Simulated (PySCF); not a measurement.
InO (SMILES [O]=[In]), doublet, at a GFN2-xTB geometry (such geometries of metal compounds can be far from the true shape) (core potentials on In). Base run: B3LYP/def2-SVP (PySCF).

Input for PySCF:
```python
from pyscf import gto, scf, dft, solvent

mol = gto.M(
    atom='''
In   -0.00000000   -0.00000000   -0.25925626
O     0.00000000    0.00000000    1.58794457
''',
    basis='def2-svp',
    ecp={'In': 'def2-svp'},
    spin=1,
    verbose=4,
)

mf = dft.UKS(mol)
mf.xc = 'b3lyp'
mf.kernel()
```

The base run was repeated with changes; each row names its change, and settings that it needs were set with it.

```json
[
 {"change": "base", "ΔE vs base (kcal/mol)": "0.000", "dipole (D)": "3.42"},
 {"change": "model = C-PCM; solvent = water", "ΔE vs base (kcal/mol)": "-9.30", "dipole (D)": "5.14"},
 {"change": "model = IEF-PCM; solvent = water; vdw_scale = 1.1", "ΔE vs base (kcal/mol)": "-13.26", "dipole (D)": "5.67"},
 {"change": "model = IEF-PCM; solvent = dimethylsulfoxide", "ΔE vs base (kcal/mol)": "-9.10", "dipole (D)": "5.11"},
 {"change": "model = IEF-PCM; solvent = water; lebedev_order = 11", "ΔE vs base (kcal/mol)": "-9.15", "dipole (D)": "5.11"},
 {"change": "model = IEF-PCM; solvent = water; r_probe = 0.5", "ΔE vs base (kcal/mol)": "-4.03", "dipole (D)": "4.30"},
 {"change": "model = COSMO; solvent = water", "ΔE vs base (kcal/mol)": "-9.22", "dipole (D)": "5.13"},
 {"change": "model = SS(V)PE; solvent = water", "ΔE vs base (kcal/mol)": "-9.24", "dipole (D)": "5.13"},
 {"change": "model = IEF-PCM; solvent = methanol", "ΔE vs base (kcal/mol)": "-8.95", "dipole (D)": "5.08"},
 {"change": "model = ddCOSMO; solvent = water", "ΔE vs base (kcal/mol)": "-7.47", "dipole (D)": "4.88"},
 {"change": "model = IEF-PCM; solvent = water; vdw_scale = 1.4", "ΔE vs base (kcal/mol)": "-5.09", "dipole (D)": "4.49"},
 {"change": "model = IEF-PCM; solvent = water; lebedev_order = 41", "ΔE vs base (kcal/mol)": "-9.26", "dipole (D)": "5.14"}
]
```

The base is the gas phase, so ΔE is the electrostatic part of solvation at a fixed geometry, without cavity and dispersion terms.

Open shells are given as the SCF converged; they aren't shown to be the lowest states, and a large step between rows can be another state.
